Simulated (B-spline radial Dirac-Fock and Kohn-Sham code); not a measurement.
Method: multi-electron Dirac-Fock with separately optimised hole states, Breit and Lamb-shift corrections added in first order. Computed with an atomic code on a B-spline grid. Free neutral atoms up to Cf, the lines Kα1, Kβ1, Lα1, Lβ1, Lβ2, Lγ1, Lℓ and Mα1 where both subshells are closed (so no Lα of most 3d metals and no Mα of most lanthanides); Na, Y were not searched.

Question: Ti Kα1 is computed at 4509.5 eV. Which of the searched lines of other elements lie within 67 eV and could overlap it in an energy-dispersive spectrum?

Answer: I Lβ2 at 4509.6 eV (0); Ba Lα1 at 4466.7 eV (-43); Sc Kβ1 at 4460.7 eV (-49); Pr Lℓ at 4455.4 eV (-54); Te Lγ1 at 4573.0 eV (+64).
